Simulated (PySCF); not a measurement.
Compound: C₇H₁₂N₂O.
Atom-mapped SMILES: `[CH3:1][O:2][c:3]1[cH:4][cH:5][n:6][n:7]1[CH:8]([CH3:9])[CH3:10]` (hydrogens: H11, H12, H13 on C1; H14 on C4; H15 on C5; H16 on C8; H17, H18, H19 on C9; H20, H21, H22 on C10)

Structure optimised with GFN2-xTB, isolated species.

(1) Give the optimised bond lengths and angles.

## Answers

(1) 
```tsv
bond	length (Å)
C1–O2	1.410
O2–C3	1.356
C3–C4	1.380
C4–C5	1.403
C5–N6	1.315
N6–N7	1.338
N7–C8	1.446
C8–C9, C8–C10	1.527
C3–N7	1.350
C1–H11, C1–H12, C1–H13	1.092
C4–H14	1.070
C5–H15	1.072
C8–H16	1.095
C9–H17 and 5 like bonds	1.087
```

Bonds in one row agree within 0.01 Å and their mean is given. A selection of angles:
```tsv
angle	degrees
C1–O2–C3	115.1
O2–C3–C4	133.5
O2–C3–N7	119.1
C4–C3–N7	107.4
C3–C4–C5	103.8
C4–C5–N6	111.5
C5–N6–N7	106.1
N6–N7–C8	121.4
C3–N7–N6	111.2
C3–N7–C8	127.4
N7–C8–C9	109.4
C9–C8–C10	111.3
```

Dihedral angles: C1–O2–C3–C4 0° (synperiplanar); N6–N7–C8–C9 61° (synclinal).

The C–N distances run from 1.315 Å (C5–N6, aromatic) to 1.446 Å (N7–C8, drawn single), a spread of 0.131 Å. N7 (pyrrole-type nitrogen) is planar (angles 127.4°, 121.4° and 111.2°, sum 360.0°, 0.00 Å off the plane of its three neighbours). The 5-membered ring C3–C4–C5–N6–N7 has internal angles of 103.8° to 111.5° (sum 540°, against 540° for a flat polygon); it is planar, 0.00 Å rms from its mean plane, widest ring torsion 0°. Of the pairs four or more bonds apart, O2···H16 is among the closest relative to their van der Waals radii: 2.39 Å, 88 % of the sum of Bondi's values. O2 (aryl ether oxygen) is bent (angle 115.1°). The C–C distances run from 1.380 Å (C3–C4, aromatic) to 1.527 Å (C8–C9, drawn single), a spread of 0.147 Å. The C–O distances run from 1.356 Å (O2–C3, drawn single) to 1.410 Å (C1–O2, drawn single), a spread of 0.054 Å.

Point group: Cs (every atom within 0.08 Å of its image). GFN2-xTB frequencies: not computed here. One conformer, not necessarily the lowest.
